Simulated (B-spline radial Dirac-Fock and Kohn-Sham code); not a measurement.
**The M5 (3d5/2) hole of gadolinium ions: width and yield against charge**

Level of theory: one-electron (LDA, Dirac) transition rates at Dirac-Fock energies; an atomic code on a B-spline grid. Tabulated ground configurations, configuration averages; single configurations, so decays that open only by mixing (as 1s 2s² with 1s 2p² in Be-like ions) are missing and such tiny yields are far too low.

```
 ion          configuration  radiative (eV)  non-radiative (eV)    yield
  Gd       [Xe] 4f7 5d1 6s2         0.00690                1.03  0.00665
 Gd⁺       [Xe] 4f7 5d1 6s1         0.00691                1.03  0.00665
Gd²⁺           [Xe] 4f7 5d1         0.00692                1.03  0.00666
Gd³⁺               [Xe] 4f7         0.00696                1.03  0.00672
Gd⁴⁺               [Xe] 4f6         0.00647                1.02  0.00630
Gd⁵⁺  [Kr] 4d10 4f6 5s2 5p5         0.00654                1.02  0.00636
Gd⁶⁺  [Kr] 4d10 4f6 5s2 5p4         0.00661                1.02  0.00642
Gd⁷⁺  [Kr] 4d10 4f6 5s2 5p3         0.00669                1.02  0.00648
```

Values without a named source are computed, but for edge energies of neutral atoms, which are taken from tables.
